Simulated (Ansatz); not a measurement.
```xyz
12

C     1.4000    0.0000    0.0000
C     0.7000    1.2124    0.0000
C    -0.7000    1.2124    0.0000
C    -1.4000    0.0000    0.0000
C    -0.7000   -1.2124    0.0000
C     0.7000   -1.2124    0.0000
H     3.8000    0.0000    0.0000
H     1.2425    2.1521    0.0000
H    -1.2425    2.1521    0.0000
H    -2.4850    0.0000    0.0000
H    -1.2425   -2.1521    0.0000
H     1.2425   -2.1521    0.0000
```

Basis set: def2-TZVP (spherical functions). Charge 0, multiplicity 3.

Computed with Ansatz (development build ahead of 0.2.0); each method stands on the lowest determinant of its kind that the runs found. Restricted functionals stand beside restricted open-shell atoms, which can lie above the unrestricted atoms usual in DFT and then raise those values.

The atomization energy at this shape (free ground-state atoms in the same class of orbitals less the molecule, no zero-point energy) of triplet C6H6:

```tsv
method	atomization energy
ωB97X (restricted open-shell)	5212.3 kJ/mol
PBE0 (unrestricted)	5274.9 kJ/mol
PBE0 (restricted open-shell)	5300.3 kJ/mol
UHF	3874.9 kJ/mol
```

Problem. What does ROHF give?

Solution. 3913.0 kJ/mol. Caution: other spin multiplicities may lie lower; the shape is not the minimum. Caution for ωB97X (restricted open-shell), PBE0 (unrestricted), PBE0 (restricted open-shell): charge can spread falsely over distant fragments. Caution for ωB97X (restricted open-shell): stretched shape with no unrestricted run beside it, a lower state can exist. Caution for UHF: the unrestricted determinant is spin contaminated.
